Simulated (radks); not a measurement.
Q: These are the eigenvalues of the occupied orbitals of an atom or ion with whole-number occupations (hartree). Method: scalar-relativistic Kohn-Sham, PBE, spin-polarised, spherical densities, finite nucleus; Fermi nuclear charge, rms radius of each element as measured or else 0.836 A^(1/3) + 0.57 fm; computed with a radial shooting solver on a logarithmic mesh with Libxc functionals.

orbital  eigenvalue
1s up     -823.2649
1s down   -823.2645
2s up     -132.6810
2s down   -132.6127
2p up     -120.6376
2p down   -120.5864
3s up     -36.08315
3s down   -35.99832
3p up     -32.10808
3p down   -32.02201
3d up     -25.82204
3d down   -25.72298

Which element is it, and in what charge state? The configuration may be excited. Open shells, if any, are filled with parallel spins first.

A: Z = 44, ruthenium, charge +17: Ru17+ in [Ar] 3d9. The list shows which subshells hold electrons but not how many an open one holds; the 1s level, -823.26 hartree, gives Z - s = 40.6 by -(Z - s)^2/2, which with screening and relativity narrows Z to a few neighbours, and the depths of the outer levels then fix element, charge and occupations together.
